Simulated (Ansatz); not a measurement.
Species: heptafluoropropyl methyl ether, C4H3F7O, net charge 0, singlet state. 
Coordinates optimised at B3LYP-D3(BJ)/def2-TZVP (Ansatz, a quantum-chemistry and plane-wave program):
```xyz
15

C      3.3144    -0.2729    -0.4886
O      2.0757    -0.4482     0.2282
C      0.9745     0.0314    -0.3587
F      0.7465    -0.5363    -1.5772
F      1.0499     1.3737    -0.5858
C     -0.2356    -0.2612     0.5753
F     -0.3187    -1.5937     0.7626
F     -0.0123     0.3350     1.7637
C     -1.6255     0.2240     0.0659
F     -1.6421     1.5476    -0.0994
F     -2.5495    -0.1013     0.9755
F     -1.9452    -0.3604    -1.0898
H      3.2733    -0.7868    -1.4479
H      4.0734    -0.7218     0.1438
H      3.5232     0.7863    -0.6314
```
Charge 0, spin multiplicity 1.

Dipole moments at this geometry, in debye (magnitudes).

```tsv
level	program	dipole (D)
SVWN5/def2-TZVPD	Ansatz	2.83
PBE/def2-TZVPD	Ansatz	2.74
r2SCAN/def2-TZVPD	Ansatz	2.81
B97M-V/def2-TZVPD	Ansatz	2.78
B3LYP/def2-TZVPD	Ansatz	2.89
PBE0/def2-TZVPD	Ansatz	2.87
CAM-B3LYP/def2-TZVPD	Ansatz	2.96
LC-wPBE/def2-TZVPD	Ansatz	2.93
wB97X-V/def2-TZVPD	Ansatz	2.90
```
